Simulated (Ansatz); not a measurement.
A nudged elastic band was laid between two geometries of FH + H4Sn (7 atoms, charge 0, multiplicity 1).

The calculation used RKS PBE-D4/def2-TZVP (Ansatz).

```
movable images  : 9
climbing image  : yes
spring          : 5.0 eV/Å²
optimiser       : quadratic models (default)
start path      : through a guess of the saddle point
force threshold : 0.05 eV/Å
iteration limit : 60
end points      : relaxed
```

First end point:

```xyz
7
Properties=species:S:1:pos:R:3
Sn 0.240 0.000 -0.216
H -0.109 0.000 1.485
H 1.947 0.000 -0.362
H -0.435 1.415 -0.900
H -0.435 -1.415 -0.899
F -2.646 0.000 1.929
H -1.703 0.000 1.892
```

Last end point:

```xyz
7
Properties=species:S:1:pos:R:3
Sn -0.282 0.000 -0.755
H -0.388 0.000 3.435
H 1.141 0.000 0.201
H -0.512 1.437 -1.661
H -0.512 -1.437 -1.661
F -1.747 0.000 0.539
H -0.841 0.000 2.832
```

(1) Which bonds break or form, and what moves?

(2) Give the energies along the band, and the barrier.

(3) What is the geometry of the highest image?

Answers

(1) Bonds broken: Sn1–H2, F6–H7. Bonds formed: Sn1–F6, H2–H7. FH + H4Sn becomes FH3Sn + H2.

(2) It converged. The highest image is number 4 of 0 to 10, 1.01 eV above the first end and 1.34 eV above the last; the last end lies 0.33 eV below the first. A vibrational analysis at the climbing image gives 2 clearly imaginary modes (962i, 88i cm⁻¹): a point of higher order. A lower path may pass nearby, or the ends, which weren't checked, may share the extra mode. The orbitals stay closed-shell, which can raise the energy where a bond breaks towards radicals; this wasn't checked here.

| image | path coordinate (Å) | energy (eV) | Sn1–H2 (Å) | F6–H7 (Å) | Sn1–F6 (Å) |
| --- | --- | --- | --- | --- | --- |
| 0 | 0.00 | 0.00 | 1.74 | 0.94 | 3.60 |
| 1 | 0.43 | 0.01 | 1.74 | 0.95 | 3.28 |
| 2 | 0.86 | 0.14 | 1.76 | 0.96 | 2.88 |
| 3 | 1.28 | 0.54 | 1.86 | 1.01 | 2.51 |
| 4 | 1.71 | 1.01 | 2.05 | 1.25 | 2.24 |
| 5 | 2.16 | 0.54 | 2.32 | 1.61 | 2.05 |
| 6 | 2.61 | 0.09 | 2.65 | 1.86 | 1.98 |
| 7 | 3.06 | -0.17 | 3.01 | 2.05 | 1.96 |
| 8 | 3.51 | -0.29 | 3.40 | 2.24 | 1.96 |
| 9 | 3.97 | -0.32 | 3.83 | 2.42 | 1.95 |
| 10 | 4.42 | -0.33 | 4.19 | 2.47 | 1.95 |

(3) 
```xyz
7
Properties=species:S:1:pos:R:3
Sn -0.184 0.000 -0.148
H -0.056 0.000 1.897
H 1.542 0.000 0.000
H -0.694 1.470 -0.854
H -0.694 -1.470 -0.854
F -2.047 0.000 1.096
H -1.007 0.000 1.792
```

The run took 45 s on 4 threads of AMD EPYC 9R45 96-Core Processor (Zen 5) (shared host), peak memory 0.19 GiB.
